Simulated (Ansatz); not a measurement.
Consider the formal exchange of groups at a Te–B bond: `[TeH]B1CS1` + `CO[SiH3]` → `[SiH3]OC[TeH]` + `B1CS1`.

Isolated molecules relaxed with PBE0-D4/def2-TZVP in Ansatz; ΔE leaves out vibrations. CCSD(T)/CBS is the MP2 limit (def2-TZVPP, def2-QZVPP) plus CCSD(T) − MP2 in def2-TZVPP, frozen cores. This one scheme is used for every species. def2 core potentials past Kr. For Te outer-core shells are correlated without core-valence functions, which leaves a few kJ/mol of doubt a bond. Each species was taken in one conformer, which may not be the lowest.

```json
{"species": "`[TeH]B1CS1`", "HF/CBS(def2) energy (Eh)": "-728.88805"}
{"species": "`CO[SiH3]`", "HF/CBS(def2) energy (Eh)": "-405.26011"}
{"species": "`[SiH3]OC[TeH]`", "HF/CBS(def2) energy (Eh)": "-672.24731"}
{"species": "`B1CS1`", "HF/CBS(def2) energy (Eh)": "-461.86314"}
```

Q: Work out ΔE.

A: ΔE = (-672.24731) + (-461.86314) − (-728.88805) − (-405.26011) = 0.03771 Eh = +99.0 kJ/mol. CCSD(T)/CBS gives +94.2 kJ/mol.

Largest T1 diagnostic among the species: 0.016.

From PBE to PBE0 (25 % exact exchange), in def2-TZVPP and without D4, ΔE moves by +4.7 kJ/mol.
